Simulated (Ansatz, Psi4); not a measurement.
## Exact exchange and the electronic atomisation energy of HOI (hypoiodous acid)

HOI: 3 atoms, total charge 0, spin state singlet. SMILES: `OI`. Geometry: relaxed at PBE0-D4/def2-TZVP.

The electronic atomisation energy y, in eV, basis def2-TZVPP with a core potential; a is the functional's share of exact exchange. Programs: Ansatz 0.2.0, Psi4 1.11.

| functional | program | a | y (eV) |
| --- | --- | --- | --- |
| revPBE | Psi4 | 0 | 6.98 |
| r2SCAN | Psi4 | 0 | 6.99 |
| TPSSh | Psi4 | 0.1 | 6.90 |
| B3LYP | Psi4 | 0.2 | ? |
| r2SCAN0 | Ansatz | 0.25 | 6.55 |
| PBE0 | Psi4 | 0.25 | 6.85 |
| BHLYP | Psi4 | 0.5 | 6.23 |

Q: Fit y = c + s·a to the known rows and predict B3LYP.

A: 
1. Means of the 6 rows: a = 0.1833, y = 6.750.
2. Σ(Δa)² = 0.18333, Σ(Δa·Δy) = -0.27, so the slope is -0.27/0.18333 = -1.4728.
3. Intercept: 6.750 − (-1.4728) × 0.1833 = 7.020. The largest residual of the fit is 0.20.
4. B3LYP: 7.020 + (-1.4728) × 0.2 = 6.73 eV.

The run gave 6.91 eV, so the prediction is off by -0.18 eV, within the largest residual. The rows mix families of semi-local functionals, which the line can't see. Spin-orbit coupling is left out.
